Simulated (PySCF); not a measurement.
Excitation energy of Li by level of theory

Li [He] 2s1 (2S) → Li [He] 2p1 (2P), as a difference of total energies. Calculation: PySCF 2.14, in dyall-acv3z (15s9p3d, 57 functions); the spin-free X2C one-electron Hamiltonian (Gaussian nucleus). Correlated levels: valence and next inner shell: nothing frozen; virtual orbitals above 40 to 60 times the deepest correlated orbital energy dropped. The calculations carry no spin-orbit coupling.

```csv
method,excitation energy (eV),error (eV)
UHF,1.842,-0.006
MP2 (valence and next inner shell),1.856,+0.008
SCS-MP2 (valence and next inner shell),1.858,+0.010
CCSD (valence and next inner shell),1.858,+0.010
CCSD(T) (valence and next inner shell),1.858,+0.010
```

Reference: 1.848 eV (measured; NIST levels, between the centres of gravity of the two terms).

Errors of the correlated levels include the incompleteness of this basis.
